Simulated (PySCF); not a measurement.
# Frontier orbitals and the lowest excitations

Cyclo-(H2GeO)3.
Cartesian coordinates in Å at the PBE0-D3(BJ)/def2-SVP level; atoms count from 1:
```xyz
12
Ge3H6O3 angstrom
Ge     0.642   -1.199   -1.282
H      0.173   -2.662   -1.296
H      1.641   -0.841   -2.391
O      1.405   -0.868    0.283
Ge     0.915    0.182    1.623
H      2.051    1.178    1.897
H      0.538   -0.700    2.824
O     -0.518    1.097    1.123
Ge    -1.519    1.007   -0.335
H     -2.911    0.488    0.057
H     -1.522    2.389   -1.004
O     -0.778   -0.153   -1.449
```

The calculation used TDDFT wB97X-D/def2-SVPD, vertical, gas phase, core orbitals frozen in the response (PySCF 2.14.0, density-fitted response routines). The wB97X-D/def2-SVPD calculation is non-relativistic and has no spin–orbit coupling, an omission that weighs most on germanium.

Kohn–Sham orbitals with the atoms that hold most of them (Löwdin shares over 4%, at most four atoms; ? is withheld):

| orbital | ε (eV) | atoms |
| --- | --- | --- |
| HOMO-3 | -11.01 | O8 50%, O12 28%, O4 10% |
| HOMO-2 | -10.58 | O12 32%, O4 26%, Ge5 9%, Ge9 8% |
| HOMO-1 | -10.58 | O8 38%, O4 13%, Ge1 10%, O12 8% |
| HOMO | -9.88 | ? |
| LUMO | 1.68 | Ge9 22%, Ge5 14%, O8 12%, Ge1 10% |
| LUMO+1 | 1.69 | Ge1 20%, Ge5 16%, O4 12%, Ge9 8% |
| LUMO+2 | 1.70 | Ge9 23%, Ge1 22%, Ge5 22% |

(1) Which atoms hold the HOMO, and with what shares?

Results:

(1) O4 (bonded to 2 Ge) 14%; O12 (bonded to 2 Ge) 14%; O8 (bonded to 2 Ge) 14%; Ge1 (bonded to 2 O and 2 H) 8%. By element: oxygen 42%, germanium 8% or more.

Within 0.005 eV of a neighbour in this list lie HOMO-2/HOMO-1 and LUMO/LUMO+1.

Problem. The HOMO–LUMO gap is 11.56 eV. Where does the response calculation put the lowest singlet, and from which orbitals?

Solution. S1 is at 7.08 eV (f = 0.0000), 4.48 eV below the gap, made of HOMO→LUMO/LUMO+1 (≥72%). S1/S2 lie within about 0.01 eV of each other. Without the coupling terms of the response equations the lowest excitation would equal the gap.

Next come S2 at 7.09 eV (f 0.0000), HOMO→LUMO/LUMO+1 (≥72%); S3 at 7.23 eV (f 0.0003), HOMO→LUMO+2 (45%), HOMO→LUMO+3 (32%); S4 at 7.81 eV (f 0.0000), HOMO-2/HOMO-1→LUMO/LUMO+1 (≥68%), HOMO→LUMO+9 (15%); S5 at 7.82 eV (f 0.289), HOMO→LUMO+2 (43%), HOMO→LUMO+3 (16%), HOMO-2/HOMO-1→LUMO/LUMO+1 (≥13%).

Orbitals of the list HOMO-3 to LUMO+2 that lie within 0.01 eV of each other are written together with a slash and their weights summed (≥ marks a lower bound); for degenerate orbitals outside that list single weights are arbitrary.

Löwdin shares depend on the basis, the more so with diffuse functions.

One conformer stands for the species.
